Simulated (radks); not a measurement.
The numbers below are computed, except where a source is named.
Radial electron density D(r) = 4 pi r^2 rho(r) of an atom or ion with 6 electrons. Code: a radial shooting solver on a logarithmic mesh with Libxc functionals. Model: Dirac Kohn-Sham, BLYP, spin-unpolarised, spherical densities, finite nucleus; Fermi nuclear charge, rms radius of each element as measured or else 0.836 A^(1/3) + 0.57 fm.

```
   r/bohr * D(r) (the largest magnitude, 13.4, reaches the edge; | marks zero)
 0.004668 |*
 0.005221 |*
 0.005839 | *
 0.006531 | *
 0.007306 |  *
 0.008171 |  *
 0.009213 |   *
  0.01031 |    *
  0.01153 |     *
  0.01289 |      *
  0.01442 |        *
  0.01613 |         *
  0.01804 |           *
  0.02018 |              *
  0.02257 |                *
  0.02525 |                   *
  0.02824 |                       *
  0.03158 |                          *
  0.03561 |                              *
  0.03983 |                                   *
  0.04455 |                                       *
  0.04983 |                                           *
  0.05574 |                                               *
  0.06234 |                                                  *
  0.06973 |                                                    *
  0.07799 |                                                      *
  0.08724 |                                                      *
  0.09758 |                                                     *
   0.1091 |                                                   *
   0.1221 |                                               *
   0.1365 |                                          *
    0.154 |                                     *
   0.1722 |                               *
   0.1926 |                           *
   0.2154 |                       *
    0.241 |                     *
   0.2695 |                     *
   0.3015 |                      *
   0.3372 |                        *
   0.3771 |                          *
   0.4218 |                           *
   0.4718 |                            *
   0.5278 |                           *
   0.5903 |                        *
   0.6656 |                    *
   0.7444 |                *
   0.8327 |           *
   0.9314 |       *
    1.042 |    *
    1.165 | *
    1.303 |*
    1.458 *
     1.63 *
    1.824 *
     2.04 *
    2.282 *
    2.572 *
```

What is the nuclear charge?

Answer. Z = 12. The innermost maximum, from 1s, lies near gamma/Z bohr with gamma = sqrt(1 - (Z/c)^2) = 0.996, here 0.083 bohr (found: 0.0845), and its height grows with Z. The density is that of the magnesium ion Mg6+ in [He] 2s2 2p2; the configuration itself is not fixed sharply by these data, and Z only to about a unit. D(r) has 2 maxima, at r = 0.0845, 0.464 bohr, and minima at 0.263 bohr, inside which lie 2.20 electrons.
